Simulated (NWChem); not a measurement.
System meant: TiHOF$_{3}$; SMILES [OH][Ti]([F])([F])[F]

Input file for NWChem:

```
start job
memory heap 200 mb stack 900 mb global 1100 mb
geometry units angstroms noautoz
  Ti    -0.007683     0.005373    -0.033954
  F      1.060026    -0.499731     1.238643
  F      0.533138    -0.633357    -1.554779
  F     -1.595400    -0.593467     0.333746
  O     -0.039681     1.748602    -0.120648
  H     -0.229697     2.560883     0.357445
end
basis spherical
  Ti library def2-svp
  F library def2-svp
  O library def2-svp
  H library def2-svp
end
dft
  xc xpbe96 cpbe96
  iterations 4
  mulliken
end
task dft energy
```

End of the output:

```
    Atom       Charge   Shell Charges
 -----------   ------   -------------------------------------------------------
    1 Ti  22    25.72   2.00  2.00  1.89  0.27  0.06  5.99  5.79  1.01  4.52  2.00  0.18
    2 F    9     8.37   1.98  1.00  0.78  2.62  1.99  0.01
    3 F    9     8.04   1.98  1.02  0.77  2.47  1.80  0.01
    4 F    9     8.36   1.98  1.00  0.78  2.61  1.99  0.01
    5 O    8     6.56   1.97  0.86  0.61  1.68  1.41  0.03
    6 H    1     0.94   0.61  0.19  0.14

 center of mass
 --------------
 x =  -0.00053672 y =   0.01973533 z =  -0.06578555

 moments of inertia (a.u.)
 ------------------
         544.259347514475           0.000000000000           0.000000000000
           0.000000000000         532.934517192112          -0.000000000000
           0.000000000000          -0.000000000000         545.865970610106

     Multipole analysis of the density
     ---------------------------------

     L   x y z        total         alpha         beta         nuclear
     -   - - -        -----         -----         ----         -------
     0   0 0 0     -0.000000    -29.000000    -29.000000     58.000000

     1   1 0 0      0.017875      0.008937      0.008937      0.000000
     1   0 1 0      0.226495      0.113247      0.113247     -0.000000
     1   0 0 1      3.104530      1.552265      1.552265     -0.000000

     2   2 0 0    -19.185916    -72.899734    -72.899734    126.613553
     2   1 1 0     -0.018465      0.011191      0.011191     -0.040847
     2   1 0 1      0.108744     -0.009057     -0.009057      0.126858
     2   0 2 0    -14.777700    -74.248029    -74.248029    133.718358
     2   0 1 1     -3.897556      0.515373      0.515373     -4.928302
     2   0 0 2     -6.880953    -74.098544    -74.098544    141.316135

 ------------------------------------------------------------------------
 dft energy failed                                                                                  0
 ------------------------------------------------------------------------
 ------------------------------------------------------------------------
  current input line :
    22: task dft energy
 ------------------------------------------------------------------------
 ------------------------------------------------------------------------
 This type of error is most commonly associated with calculations not reaching convergence criteria
 ------------------------------------------------------------------------
 For more information see the NWChem manual at https://nwchemgit.github.io

0:dft energy failed:Received an Error in Communication
```

Q: Can this run be used? If not, why, and what is the fix?

A: The run did not converge; its last values are not results. Cause: the SCF was allowed too few iterations. This input runs:
```
start job
memory heap 200 mb stack 900 mb global 1100 mb
geometry units angstroms noautoz
  Ti    -0.007683     0.005373    -0.033954
  F      1.060026    -0.499731     1.238643
  F      0.533138    -0.633357    -1.554779
  F     -1.595400    -0.593467     0.333746
  O     -0.039681     1.748602    -0.120648
  H     -0.229697     2.560883     0.357445
end
basis spherical
  Ti library def2-svp
  F library def2-svp
  O library def2-svp
  H library def2-svp
end
dft
  xc xpbe96 cpbe96
  iterations 150
  mulliken
end
task dft energy
```
It converges to -1224.13618 Ha (PBE/def2-SVP).
